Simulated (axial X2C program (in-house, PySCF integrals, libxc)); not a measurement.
**Potential curves of PdC, two-component**

Calculated with an in-house all-electron X2C program for linear molecules (integrals from PySCF). Two-component (2c) means X2C with spin–orbit coupling and atomic mean-field two-electron Coulomb and Gaunt terms. Basis: Pd dyall-cv3z [12s12p8d5f3g], C dyall-v3z [7s6p2d1f] (cores contracted in-house); Gaussian nuclei, density fitting, unrestricted open shells. Masses: Pd 105.903 u, C 12.000 u.

State: Ω = 2 (⟨Sz⟩ = 1.00, ⟨Lz⟩ = 1.00 at PBE0). Energies in kJ/mol from the fragments at the same level (Pd + C). Fits are polynomials in 1 − R0/R over 0.85 to 1.23 times the lowest point R0.

```tsv
R (Å)	PBE0	B97-3
1.5916	-265.72	-230.34
1.6441	-287.10	-253.50
1.6965	-297.94	-266.16
1.7490	-300.77	-270.84
1.8102	-296.55	-268.74
1.8714	-286.53	-260.76
1.9501	-268.07	-244.72
```

The state is one determinant whose occupation by symmetry is held fixed; it was picked as the lowest of a PBE0 search that is not exhaustive. Dissociation energies refer to the lowest single-determinant-based atoms at the same level and basis. Density functionals use the spin component along the axis (collinear). In 2c an atomic determinant is not the ground J level, so De misses part of the atomic spin–orbit lowering. This holds for PBE0, B97-3. PBE0 can misorder states that lie within some tenths of an eV, so this need not be the ground state of the molecule. The nearest other spin-free determinant of the search, M_S = 0, Λ = 0, lies 0.09 eV up at the distance of the search. Without a current term, density functionals place determinants with orbital angular momentum somewhat too high. With several unpaired electrons one determinant need not be a pure state. A state of lower Ω lies just above, and one determinant can place such states too high, so the state shown need not be the lowest. The search has Ω = 0 only 0.03 eV up. Open-shell Ω = 0 determinants with evenly filled partner blocks cannot be reached by this program, so the Ω shown need not be the lowest component.

Problem. Fit the PBE0 curve near its minimum: give the equilibrium distance, the harmonic wavenumber and the well depth.

Solution. At PBE0, 2c: Re = 1.745 Å, ωe ≈ 764 cm⁻¹, De = 3.12 eV to Pd + C; Be follows as 0.514 cm⁻¹.

Problem. What are Re, ωe and De at the B97-3 level?

Solution. At B97-3, 2c: Re = 1.761 Å, ωe ≈ 732 cm⁻¹, De = 2.81 eV to Pd + C; Be follows as 0.504 cm⁻¹.
